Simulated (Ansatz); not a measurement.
Geometry optimisation, RHF/def2-SVP (Ansatz).

Input file:

```yaml
crystal:
  periodic: [false, false, false]
  atoms:
    - { symbol: "N", position_ang: [-1.18446, 0.95837, -0.49419] }
    - { symbol: "N", position_ang: [-0.04663, 0.19037, -0.02346] }
    - { symbol: Si, position_ang: [-0.208, -0.43679, 1.58758] }
    - { symbol: Si, position_ang: [0.93015, -0.44227, -1.31604] }
    - { symbol: H, position_ang: [-1.5425, 1.48231, 0.30261] }
    - { symbol: H, position_ang: [-0.82308, 1.64393, -1.1575] }
    - { symbol: H, position_ang: [1.09221, -1.01261, 1.90417] }
    - { symbol: H, position_ang: [-1.28937, -1.41569, 1.72838] }
    - { symbol: H, position_ang: [-0.52062, 0.73929, 2.41419] }
    - { symbol: H, position_ang: [1.30826, 0.73532, -2.11086] }
    - { symbol: H, position_ang: [0.20545, -1.38487, -2.17173] }
    - { symbol: H, position_ang: [2.07859, -1.05736, -0.66316] }
basis:
  gaussian: { orbitals: def2-SVP }
hamiltonian:
  xc: hf
relax:
  f_tol: 0.015
  max_steps: 40
```

Run as:

```bash
$ ansatz run input.yaml --threads 1 --pin off --max-ram 2048MiB --backend cpu --events-out ev --progress --plain --runs-dir out
```

Task: Where does it end, and by what steps?

Result: The forces met the threshold. After 13 steps the energy has fallen by 0.421 eV; H5 moved furthest, 1.28 Å.

| step | energy less start (eV) | largest force component (eV/Å) | accepted |
| --- | --- | --- | --- |
| 0 | 0.0000 | 0.613 | yes |
| 1 | -0.0825 | 0.165 | yes |
| 2 | -0.0911 | 0.119 | yes |
| 3 | -0.1183 | 0.803 | yes |
| 4 | -0.1358 | 1.511 | yes |
| 5 | -0.2462 | 0.501 | yes |
| 6 | -0.3243 | 0.294 | yes |
| 7 | -0.3827 | 0.313 | yes |
| 8 | -0.4112 | 0.219 | yes |
| 9 | -0.4206 | 0.042 | yes |
| 10 | -0.4213 | 0.015 | yes |
| 11 | -0.4213 | 0.048 | yes |
| 12 | -0.4215 | 0.015 | yes |
| 13 | -0.4215 | 0.002 | yes |

```xyz
12
Properties=species:S:1:pos:R:3
N -1.104 0.958 -0.614
N -0.100 0.096 -0.095
Si -0.118 -0.250 1.611
Si 0.959 -0.430 -1.376
H -2.021 0.576 -0.458
H -1.054 1.866 -0.186
H 1.007 -1.154 1.931
H -1.403 -0.884 2.003
H 0.001 1.003 2.398
H 1.639 0.718 -2.019
H 0.215 -1.173 -2.419
H 1.979 -1.325 -0.777
```

Whether the end is a true minimum wasn't checked by a vibrational analysis.

The run took 37 s on 1 thread of Intel(R) Xeon(R) 6975P-C (Granite Rapids), on a shared host, peak memory 0.22 GiB.
